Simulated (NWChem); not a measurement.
System: ZrN2H4O; SMILES [NH]=[Zr]([NH2])[OH]

Here is an NWChem input.

```
start job
memory heap 200 mb stack 900 mb global 1100 mb
geometry units angstroms noautoz
  Zr     0.060419    -0.029371     0.016142
  N     -1.546666     0.519938     0.672073
  H     -2.442789     0.697011     1.116894
  O      0.562075    -1.923502     0.185652
  H      0.367049    -2.804246     0.509048
  N      1.494583     1.362408     0.496514
  H      2.500020     1.193493     0.512333
  H      1.330959     2.256339     0.954414
end
basis spherical
  * library def2-svp
end
ecp
  Zr library def2-ecp
end
dft
  xc r2scan
  grid fine
  iterations 150
  mulliken
end
task dft gradient
```

Parts of the log:

```
             Northwest Computational Chemistry Package (NWChem) 7.3.0
             --------------------------------------------------------

 C1  symmetry detected

                             Geometry "geometry" -> ""
                             -------------------------

 Output coordinates in angstroms (scale by  1.889725989 to convert to a.u.)

  No.       Tag          Charge          X              Y              Z
 ---- ---------------- ---------- -------------- -------------- --------------
    1 Zr                  40.0000    -0.04838888    -0.02823223    -0.18997172
    2 N                    7.0000    -1.76296245     0.36997898     0.27518778
    3 H                    1.0000    -2.70981562     0.47368294     0.62870096
    4 O                    8.0000     0.66933049    -1.80647323     0.24690635
    5 H                    1.0000     0.55829578    -2.66349222     0.66105591
    6 N                    7.0000     1.15262005     1.58897023     0.21852084
    7 H                    1.0000     2.16596961     1.55976007     0.32786208
    8 H                    1.0000     0.83885851     2.49847965     0.55003881

 Effective nuclear repulsion energy (a.u.)     319.8256605876

                                 NWChem DFT Module
                                 -----------------

 Summary of "ao basis" -> "ao basis" (spherical)
 ------------------------------------------------------------------------------
       Tag                 Description            Shells   Functions and Types
 ---------------- ------------------------------  ------  ---------------------
 Zr                         def2-svp                11       31   5s3p2d1f
 N                          def2-svp                 6       14   3s2p1d
 H                          def2-svp                 3        5   2s1p
 O                          def2-svp                 6       14   3s2p1d

            General Information
            -------------------
          SCF calculation type: DFT
          Wavefunction type:  closed shell.
          No. of atoms     :     8
          No. of electrons :    38
           Alpha electrons :    19
            Beta electrons :    19
          Charge           :     0
          Spin multiplicity:     1
          Use of symmetry is: off; symmetry adaption is: off
          Maximum number of iterations: 150
          AO basis - number of functions:    93
                     number of shells:    41
          Convergence on energy requested:  1.00D-06
          Convergence on density requested:  1.00D-05
          Convergence on gradient requested:  5.00D-04

              XC Information
              --------------
                      r^2SCAN Method XC Functional
               r^2SCAN metaGGA Exchange Functional  1.000
                     r^2SCAN Correlation Potential  1.000

             Grid Information
             ----------------
          Grid used for XC integration:  fine
          Radial quadrature: Mura-Knowles
          Angular quadrature: Lebedev.
          Tag              B.-S. Rad. Rad. Pts. Rad. Cut. Ang. Pts.
          ---              ---------- --------- --------- ---------
          Zr                  1.55      141          10.0       974
          N                   0.65       70          11.0       590
          H                   0.35       60          13.0       590
          O                   0.60       70          11.0       590
          Grid pruning is: on
          Number of quadrature shells:   591
          Spatial weights used:  Erf1

      Superposition of Atomic Density Guess
      -------------------------------------

 Sum of atomic energies:        -238.67611776

      Non-variational initial energy
      ------------------------------

 Total energy =    -232.277362
 1-e energy   =    -589.054473
 2-e energy   =     225.789861
 HOMO         =      -0.364418
 LUMO         =      -0.102035

     ---------------------------------------------
      Total Density - Mulliken Population Analysis
     ---------------------------------------------

    Atom       Charge   Shell Charges
 -----------   ------   -------------------------------------------------------
    1 Zr  12     9.77  -0.47  1.58  0.91  0.22  0.03  5.83  0.31  0.09  0.96  0.22  0.11
    2 N    7     8.34   1.99  1.11  0.56  2.81  1.85  0.01
    3 H    1     0.78   0.61  0.13  0.05
    4 O    8     8.96   1.99  1.11  0.66  3.19  2.01  0.00
    5 H    1     0.65   0.53  0.07  0.06
    6 N    7     8.01   1.99  1.05  0.51  2.66  1.80  0.00
    7 H    1     0.74   0.59  0.11  0.05
    8 H    1     0.74   0.59  0.11  0.05

   convergence    iter        energy       DeltaE   RMS-Dens  Diis-err
 ---------------- ----- ----------------- --------- --------- ---------
 d= 0,ls=0.0,diis     1   -233.7324011832 -3.65D+02  4.54D-02  2.36D+00
 d= 0,ls=0.0,diis     2   -228.8793380845  4.85D+00  4.03D-02  3.21D+01
 d= 0,ls=0.0,diis     3   -234.0129105377 -5.13D+00  8.42D-03  3.71D-01
 d= 0,ls=0.0,diis     4   -233.9965960137  1.63D-02  4.46D-03  5.05D-01
 d= 0,ls=0.0,diis     5   -234.0543760659 -5.78D-02  1.44D-03  2.65D-02
  Resetting Diis
 d= 0,ls=0.0,diis     6   -234.0576202942 -3.24D-03  3.76D-04  3.24D-03
 d= 0,ls=0.0,diis     7   -234.0579003015 -2.80D-04  6.59D-04  9.56D-04
 d= 0,ls=0.0,diis     8   -234.0572079156  6.92D-04  5.07D-04  6.61D-03
 d= 0,ls=0.0,diis     9   -234.0579917168 -7.84D-04  8.78D-05  1.91D-04
 d= 0,ls=0.0,diis    10   -234.0580152879 -2.36D-05  9.97D-06  2.42D-06
 d= 0,ls=0.0,diis    11   -234.0580155839 -2.96D-07  2.03D-06  3.92D-08

         Total DFT energy =     -234.058015583912
      One electron energy =     -595.376970930499
           Coulomb energy =      260.115002953243
    Exchange-Corr. energy =      -29.783297186131
 Nuclear repulsion energy =      130.987249579475

 Numeric. integr. density =       38.000000510990

                       DFT Final Molecular Orbital Analysis
                       ------------------------------------

 Vector   17  Occ=2.000000D+00  E=-2.191043D-01
              MO Center=  8.2D-01,  1.2D+00,  1.3D-01, r^2= 2.2D+00
   Bfn.  Coefficient  Atom+Function         Bfn.  Coefficient  Atom+Function
  ----- ------------  ---------------      ----- ------------  ---------------
    75      0.467809  6 N  pz                78     -0.391090  6 N  pz
    18      0.204325  1 Zr d  1              74     -0.167994  6 N  py
    16     -0.151980  1 Zr d -1              77      0.140727  6 N  py
    37     -0.113671  2 N  pz                54      0.105559  4 O  px
    57      0.089614  4 O  px                36      0.083480  2 N  py

 Vector   18  Occ=2.000000D+00  E=-2.013691D-01
              MO Center= -1.2D+00,  3.3D-01,  2.0D-01, r^2= 2.1D+00
   Bfn.  Coefficient  Atom+Function         Bfn.  Coefficient  Atom+Function
  ----- ------------  ---------------      ----- ------------  ---------------
    37      0.445938  2 N  pz                40     -0.344236  2 N  pz
    18     -0.265845  1 Zr d  1              35      0.162020  2 N  px
    17     -0.158344  1 Zr d  0               8      0.140672  1 Zr pz
    38     -0.125337  2 N  px                75      0.110132  6 N  pz
    16     -0.100978  1 Zr d -1              14     -0.100475  1 Zr pz

 Vector   19  Occ=2.000000D+00  E=-1.885275D-01
              MO Center= -1.3D+00,  3.8D-01,  1.9D-01, r^2= 2.0D+00
   Bfn.  Coefficient  Atom+Function         Bfn.  Coefficient  Atom+Function
  ----- ------------  ---------------      ----- ------------  ---------------
    36      0.497138  2 N  py                39     -0.385319  2 N  py
    15      0.210689  1 Zr d -2               7      0.174412  1 Zr py
    19      0.151125  1 Zr d  2              75     -0.128236  6 N  pz
    13     -0.113611  1 Zr py                78      0.112788  6 N  pz
    72     -0.110603  6 N  s                 53      0.108500  4 O  s

 Vector   20  Occ=0.000000D+00  E=-8.027814D-02
              MO Center= -8.2D-02, -4.2D-02, -9.6D-01, r^2= 3.5D+00
   Bfn.  Coefficient  Atom+Function         Bfn.  Coefficient  Atom+Function
  ----- ------------  ---------------      ----- ------------  ---------------
    17      0.566544  1 Zr d  0               5      0.462001  1 Zr s
     4      0.320112  1 Zr s                  2     -0.249913  1 Zr s
    14     -0.219956  1 Zr pz                22      0.195182  1 Zr d  0
     3     -0.177854  1 Zr s                  8      0.142856  1 Zr pz
    11     -0.129313  1 Zr pz                 1     -0.121400  1 Zr s

 Vector   21  Occ=0.000000D+00  E=-1.314111D-02
              MO Center= -3.8D-03, -9.9D-02, -4.0D-01, r^2= 3.1D+00
   Bfn.  Coefficient  Atom+Function         Bfn.  Coefficient  Atom+Function
  ----- ------------  ---------------      ----- ------------  ---------------
    16      0.771066  1 Zr d -1              13     -0.290982  1 Zr py
    21      0.230353  1 Zr d -1              78     -0.193477  6 N  pz
    56      0.173091  4 O  pz                59      0.170414  4 O  pz
    75      0.168104  6 N  pz                 7      0.146541  1 Zr py
    18     -0.137877  1 Zr d  1              77      0.121421  6 N  py

[...]

                         DFT ENERGY GRADIENTS

    atom               coordinates                        gradient
                 x          y          z           x          y          z
   1 Zr     -0.091442  -0.053351  -0.358994   -0.005744   0.001701   0.005453
   2 N      -3.331516   0.699159   0.520029    0.006437  -0.001862  -0.002259
   3 H      -5.120809   0.895131   1.188073    0.001898  -0.000208  -0.000696
   4 O       1.264851  -3.413739   0.466585   -0.001312  -0.000027  -0.000056
   5 H       1.055026  -5.033270   1.249215    0.000246   0.002719  -0.001299
   6 N       2.178136   3.002718   0.412945    0.000159  -0.000282   0.000049
   7 H       4.093089   2.947519   0.619569   -0.001590  -0.000398  -0.000409
   8 H       1.585213   4.721442   1.039423   -0.000093  -0.001643  -0.000782
```

Level: r2SCAN/def2-SVP with def2 effective core potentials on Zr. All runs use the structure optimised with PBE0/def2-SVP. def2 effective core potentials on Zr; no spin-orbit coupling.
